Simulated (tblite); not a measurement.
Record of a relaxation.

C4H7BClF.
SMILES with atom numbers: `[BH2:1][CH2:2][C@@H:3]([Cl:4])/[CH:5]=[CH:6]\[F:7]` (hydrogens: H8, H9 on B1; H10, H11 on C2; H12 on C3; H13 on C5; H14 on C6)

Computed with GFN2-xTB (tblite), gas phase: L-BFGS steps from a force-field or distance-geometry start until the largest atomic force falls under 0.01 eV/Å. 8 of its 96 geometries are shown.

Step 0: E = -614.9291 eV, largest atomic force 1.106 eV/Å
```
atom  x, y, z in Å  |  force x, y, z in eV/Å
B1     -1.630    0.770    1.000    0.024   0.169   0.061
C2     -1.366    0.285   -0.503   -0.417  -0.390   0.723
C3     -0.095   -0.601   -0.593   -0.638   0.764   0.482
Cl4    -0.035   -1.313   -2.237    0.095  -0.155  -0.094
C5      1.159    0.191   -0.343    0.246  -0.454   0.088
C6      2.340   -0.405   -0.179   -0.459   0.366  -0.026
F7      2.466   -1.755   -0.223    0.244   0.926   0.115
H8     -0.845    1.459    1.563   -0.240  -0.295  -0.201
H9     -2.634    0.464    1.551    0.367   0.129  -0.184
H10    -1.273    1.166   -1.153    0.077  -0.365   0.007
H11    -2.249   -0.307   -0.824    0.654   0.298  -0.169
H12    -0.181   -1.430    0.144    0.127   0.268  -0.585
H13     1.109    1.278   -0.281   -0.054  -0.488  -0.147
H14     3.233    0.197    0.005   -0.025  -0.773  -0.069
```

Step 14: E = -615.0873 eV, largest atomic force 0.176 eV/Å
```
atom  x, y, z in Å  |  force x, y, z in eV/Å
B1     -1.651    0.775    1.014    0.042   0.028   0.049
C2     -1.384    0.258   -0.451   -0.044  -0.063   0.009
C3     -0.116   -0.584   -0.576   -0.003   0.052   0.037
Cl4    -0.036   -1.243   -2.266    0.025  -0.029  -0.090
C5      1.143    0.181   -0.334    0.089   0.025  -0.034
C6      2.333   -0.373   -0.159   -0.072  -0.046   0.001
F7      2.485   -1.706   -0.139    0.074   0.038   0.064
H8     -0.829    1.406    1.548    0.086   0.010   0.066
H9     -2.648    0.554    1.580   -0.050   0.001  -0.084
H10    -1.266    1.125   -1.108    0.008   0.038   0.001
H11    -2.207   -0.324   -0.862   -0.069  -0.052   0.038
H12    -0.172   -1.468    0.064    0.040  -0.015  -0.035
H13     1.073    1.254   -0.363    0.041   0.065  -0.016
H14     3.275    0.145   -0.020   -0.167  -0.054  -0.007
```

Step 27: E = -615.1647 eV, largest atomic force 0.144 eV/Å
```
atom  x, y, z in Å  |  force x, y, z in eV/Å
B1     -1.602    0.762    1.064   -0.008  -0.048   0.027
C2     -1.390    0.151   -0.364   -0.006   0.076  -0.011
C3     -0.102   -0.603   -0.673   -0.011   0.025   0.053
Cl4    -0.060   -1.012   -2.450   -0.070   0.027  -0.065
C5      1.146    0.171   -0.425   -0.010   0.034  -0.118
C6      2.307   -0.350   -0.065   -0.049  -0.028  -0.033
F7      2.452   -1.647    0.240    0.005  -0.026   0.011
H8     -0.691    1.146    1.686   -0.017  -0.064   0.051
H9     -2.702    0.915    1.440    0.139   0.036   0.006
H10    -1.408    1.068   -0.972    0.036  -0.054  -0.103
H11    -2.247   -0.431   -0.705    0.085  -0.113  -0.025
H12    -0.066   -1.580   -0.185   -0.055   0.069   0.101
H13     1.123    1.221   -0.667   -0.023   0.059  -0.007
H14     3.240    0.189    0.004   -0.015   0.008   0.111
```

Step 41: E = -615.2112 eV, largest atomic force 0.129 eV/Å
```
atom  x, y, z in Å  |  force x, y, z in eV/Å
B1     -1.524    0.742    1.075   -0.005   0.002  -0.045
C2     -1.380    0.145   -0.368    0.036  -0.049   0.016
C3     -0.096   -0.584   -0.742    0.083   0.056   0.000
Cl4    -0.162   -0.951   -2.524    0.038  -0.039  -0.037
C5      1.151    0.202   -0.518    0.018   0.007  -0.021
C6      2.257   -0.304   -0.002    0.011  -0.027   0.004
F7      2.341   -1.581    0.402    0.012   0.003   0.050
H8     -0.626    0.825    1.811    0.080  -0.037   0.030
H9     -2.574    1.151    1.385    0.008   0.008   0.014
H10    -1.516    0.982   -1.064    0.017   0.009   0.021
H11    -2.216   -0.523   -0.582   -0.072  -0.019  -0.036
H12    -0.014   -1.562   -0.258   -0.086   0.096   0.009
H13     1.173    1.230   -0.844   -0.109   0.001   0.009
H14     3.185    0.227    0.157   -0.031  -0.009  -0.016
```

Step 54: E = -615.2250 eV, largest atomic force 0.046 eV/Å
```
atom  x, y, z in Å  |  force x, y, z in eV/Å
B1     -1.469    0.709    1.069   -0.001   0.034   0.031
C2     -1.384    0.151   -0.395   -0.030   0.007   0.007
C3     -0.104   -0.582   -0.763   -0.031  -0.014  -0.026
Cl4    -0.134   -0.990   -2.535   -0.018  -0.010  -0.030
C5      1.130    0.218   -0.536    0.004  -0.027  -0.001
C6      2.221   -0.272    0.025    0.009   0.013   0.007
F7      2.288   -1.532    0.483    0.014   0.015   0.000
H8     -0.562    0.641    1.802   -0.024  -0.015  -0.004
H9     -2.461    1.227    1.405    0.008  -0.013   0.007
H10    -1.532    0.989   -1.085    0.044   0.008   0.001
H11    -2.231   -0.512   -0.592   -0.029  -0.002  -0.009
H12    -0.042   -1.545   -0.252    0.018   0.012   0.004
H13     1.132    1.238   -0.886    0.009  -0.034  -0.001
H14     3.146    0.261    0.186    0.027   0.027   0.015
```

Step 68: E = -615.2301 eV, largest atomic force 0.032 eV/Å
```
atom  x, y, z in Å  |  force x, y, z in eV/Å
B1     -1.442    0.684    1.078   -0.002  -0.013  -0.016
C2     -1.375    0.163   -0.402    0.004  -0.011  -0.016
C3     -0.115   -0.601   -0.787    0.015   0.007   0.023
Cl4    -0.180   -1.012   -2.557    0.005   0.002   0.013
C5      1.123    0.197   -0.568   -0.006   0.011  -0.013
C6      2.204   -0.242    0.052   -0.007   0.017  -0.009
F7      2.291   -1.475    0.574   -0.018   0.015  -0.009
H8     -0.565    0.497    1.826    0.002  -0.004   0.020
H9     -2.389    1.275    1.418   -0.008  -0.004  -0.005
H10    -1.493    1.012   -1.084    0.021   0.011   0.022
H11    -2.244   -0.468   -0.605   -0.011  -0.015   0.001
H12    -0.050   -1.561   -0.272   -0.022   0.004   0.007
H13     1.126    1.202   -0.959    0.023  -0.005  -0.016
H14     3.107    0.328    0.215    0.005  -0.015  -0.002
```

Step 81: E = -615.2340 eV, largest atomic force 0.053 eV/Å
```
atom  x, y, z in Å  |  force x, y, z in eV/Å
B1     -1.442    0.640    1.099    0.049  -0.002   0.020
C2     -1.358    0.176   -0.398   -0.014   0.001   0.001
C3     -0.112   -0.604   -0.793   -0.009   0.015  -0.011
Cl4    -0.208   -1.041   -2.555   -0.008  -0.016   0.010
C5      1.130    0.197   -0.615    0.006   0.013   0.014
C6      2.192   -0.213    0.055   -0.001   0.007   0.001
F7      2.242   -1.411    0.656    0.006  -0.004   0.015
H8     -0.605    0.378    1.872   -0.034  -0.007  -0.031
H9     -2.362    1.280    1.425   -0.027  -0.006   0.021
H10    -1.441    1.056   -1.045    0.001   0.005  -0.021
H11    -2.242   -0.423   -0.638    0.003  -0.008   0.005
H12    -0.044   -1.553   -0.259   -0.013   0.011  -0.013
H13     1.149    1.171   -1.079    0.028  -0.010   0.007
H14     3.101    0.349    0.205    0.013   0.001  -0.018
```

Step 95: E = -615.2364 eV, largest atomic force 0.008 eV/Å
```
atom  x, y, z in Å  |  force x, y, z in eV/Å
B1     -1.452    0.612    1.111   -0.001   0.001  -0.002
C2     -1.350    0.203   -0.401    0.001   0.001  -0.003
C3     -0.112   -0.592   -0.794    0.001   0.000   0.002
Cl4    -0.232   -1.072   -2.541    0.003   0.000  -0.002
C5      1.143    0.195   -0.645   -0.005   0.002   0.001
C6      2.193   -0.197    0.056    0.005  -0.003  -0.006
F7      2.218   -1.357    0.729   -0.001   0.001   0.003
H8     -0.646    0.277    1.886    0.001   0.000   0.006
H9     -2.364    1.257    1.451    0.001   0.000   0.002
H10    -1.415    1.093   -1.035   -0.001  -0.002   0.000
H11    -2.238   -0.383   -0.659    0.000   0.001   0.000
H12    -0.051   -1.530   -0.238   -0.001  -0.002  -0.002
H13     1.192    1.139   -1.164    0.000  -0.001   0.000
H14     3.114    0.354    0.172    0.000   0.001   0.001
```

Problem. Summarise the path.

Solution. The energy falls by 0.3072 eV from step 0 to step 95; nine tenths of that is first reached at step 38. It falls at every step. The largest force goes from 1.106 to 0.008 eV/Å. Among the bonds B1–C2 changes most, from 1.601 to 1.570 Å; the atoms move by 0.599 Å rms after alignment.

Problem. Follow the three bonds and two angles with the largest change from start to end.

Solution. 
```tsv
step	E above end (eV)	largest force (eV/Å)	B1–C2 (Å)	C2–C3 (Å)	C3–Cl4 (Å)	F7–C6–H14 (°)	C5–C6–H14 (°)
0	0.3072	1.106	1.601	1.552	1.792	118.5	119.9
4	0.1733	0.168	1.575	1.526	1.824	113.3	124.5
8	0.1619	0.099	1.582	1.527	1.817	111.1	125.9
12	0.1539	0.154	1.578	1.529	1.827	111.8	126.5
17	0.1342	0.233	1.579	1.522	1.811	111.9	125.8
21	0.1155	0.286	1.572	1.523	1.844	112.6	124.0
25	0.0848	0.331	1.566	1.522	1.808	112.0	125.8
29	0.0560	0.196	1.570	1.525	1.839	111.1	125.8
33	0.0417	0.138	1.568	1.521	1.822	111.1	126.2
37	0.0317	0.125	1.570	1.522	1.827	112.1	125.1
41	0.0252	0.129	1.569	1.523	1.821	111.7	126.0
45	0.0183	0.089	1.569	1.523	1.821	111.4	126.3
50	0.0129	0.048	1.570	1.522	1.821	111.7	126.4
54	0.0114	0.046	1.569	1.520	1.819	111.7	126.0
58	0.0091	0.066	1.571	1.522	1.820	112.0	125.8
62	0.0078	0.041	1.569	1.523	1.818	111.6	125.6
66	0.0066	0.045	1.570	1.523	1.819	111.7	125.6
70	0.0057	0.062	1.570	1.523	1.818	111.9	125.4
74	0.0047	0.045	1.570	1.521	1.818	111.8	125.8
78	0.0032	0.044	1.570	1.522	1.816	111.8	125.9
83	0.0015	0.056	1.571	1.523	1.817	111.7	125.9
87	0.0005	0.025	1.571	1.523	1.816	111.7	125.8
91	0.0002	0.023	1.570	1.523	1.818	111.7	125.8
95	0.0000	0.008	1.570	1.523	1.816	111.8	125.7
```

The cost below is that of the whole relaxation. On AMD EPYC, one thread, shared host with 64 logical CPUs at a one-minute load of 60, this took 2.1 s wall, 1.8 s CPU.
